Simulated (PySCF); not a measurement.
**Dipole moment and polarisability of `[GaH3]`**

GaH3.
SMILES with atom numbers: `[GaH3:1]` (hydrogens: H2, H3, H4 on Ga1)

Cartesian coordinates in Å at the PBE0-D3(BJ)/def2-SVP level; atoms count from 1:
```
atom  x, y, z in Å
Ga1    0.0270   -0.0222   -0.0203
H2     0.0136    1.5494   -0.0244
H3     1.3941   -0.7958   -0.0112
H4    -1.3309   -0.8123   -0.0203
```

Level: PBE0/def2-SVPD (PySCF), static field, nuclei fixed, core orbitals frozen in the response. The polarisability tensor in these axes (au):

```
x   36.64 -0.01  0.04
y   -0.01 36.61 -0.04
z    0.04 -0.04 26.03
```

Task: What are the eigenvalues, a third of the trace, and Δα (Δα² = ½Σ(αi − αj)² over the three pairs)?

Result: Principal values 26.03, 36.61 and 36.65 au; mean 33.09 au = 4.90 Å³ = 5.46 × 10⁻⁴⁰ C²·m²/J; Δα = 10.59 au (32 % of the mean).

Task: What is the dipole moment?

Result: 0.01 D; point group D3h allows none, and the residue is numerical.

Task: Rayleigh depolarisation ratio (linearly polarised light, static tensor)?

Result: ρ = 3Δα²/(45ᾱ² + 4Δα²) = 336.7/(49286 + 449.0) = 0.00677.

Task: Find the Langevin capture rate constant for NO+ (29.998 u) meeting this molecule (71.949 u), k = 2.342 × 10⁻⁹ cm³/s × √(α in Å³ / reduced mass in u).

Result: The reduced mass is 21.17 u, so k = 1.13 × 10⁻⁹ cm³/s.

Task: Molar refractivity from α?

Result: Lorentz–Lorenz: R = (4π/3)N_A α = 2.5225 cm³/(mol·Å³) × 4.90 Å³ = 12.4 cm³/mol, in the limit of long wavelengths.

Task: What would n − 1 = 2πNα be for an ideal gas of these molecules at 500 K and 1 atm, electronic part alone?

Result: N = p/kT = 1.4678 × 10¹⁹ cm⁻³, so n − 1 = 2π × N × 4.90 × 10⁻²⁴ cm³ = 452 × 10⁻⁶ at long wavelengths, for an ideal gas.

Geometry: PBE0-D3(BJ)/def2-SVP; no solvent, vibrations or thermal averaging. The calculation is non-relativistic, for gallium too.
